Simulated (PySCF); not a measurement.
Q: What does the PBE0-D3(BJ)/def2-SVP structure of `C=CC(F)(F)Br` look like in three dimensions?

A: 
```
atom  x, y, z in Å
C1    -1.3692    0.0400   -0.4345
C2    -0.2836    0.4747    0.1999
C3     0.9758   -0.3166    0.2883
F4     1.3976   -0.4101    1.5527
F5     0.8425   -1.5520   -0.1925
Br6    2.3961    0.5816   -0.7356
H7    -1.3831   -0.9310   -0.9355
H8    -2.2753    0.6485   -0.4735
H9    -0.2422    1.4454    0.7014
```

Any rigid rotation of these coordinates is as good. Atoms count from 1 in this order. The C–C distances run from 1.330 Å (C1=C2, drawn double) to 1.490 Å (C2–C3, drawn single), a spread of 0.160 Å. Of the pairs four or more bonds apart, F5···H7 is among the closest relative to their van der Waals radii: 2.43 Å, 91 % of the sum of Bondi's values.

Bonds between heavy atoms (Å): C1=C2 1.330, C2–C3 1.490, C3–F4 1.336, C3–F5 1.332, C3–Br6 1.968.

The calculation used PySCF, PBE0-D3(BJ)/def2-SVP geometry optimisation, gas phase.

Point group: C1 (no symmetry element, even within 0.4 Å). Whether it is a minimum is left open (no frequencies). The numbers are those of one conformer (C1–C2–C3–F4 -129°).
